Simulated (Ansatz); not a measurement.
An input meant for CrH₄ (charge 0, triplet).

Other settings, tried on CrH4.

```yaml
crystal:
  periodic: [false, false, false]
  atoms:
    - {symbol: Cr, position_ang: [0.000001, -0.000008, 0.000001]}
    - {symbol: H, position_ang: [0.010348, -0.017522, 1.597772]}
    - {symbol: H, position_ang: [1.503013, 0.010333, -0.542332]}
    - {symbol: H, position_ang: [-0.760467, 1.308201, -0.513394]}
    - {symbol: H, position_ang: [-0.752906, -1.301014, -0.542038]}
basis:
  gaussian: {orbitals: def2-mTZVP}
magnetization: {spin_polarized: true, initial_magnetization: 2}
hamiltonian: {xc: {name: HF}}
correlation: {active_space: {window: {electrons: 3, orbitals: 2}}}
```

```sh
$ ansatz run in.yaml --threads 2 --pin off --events-out ev --progress --plain --max-ram 4352MiB
```

It prints (some lines left out):

```
Error: invalid value for `correlation.active_space`: it starts from restricted Hartree–Fock orbitals; set hamiltonian.xc: hf without magnetization.spin_polarized
```
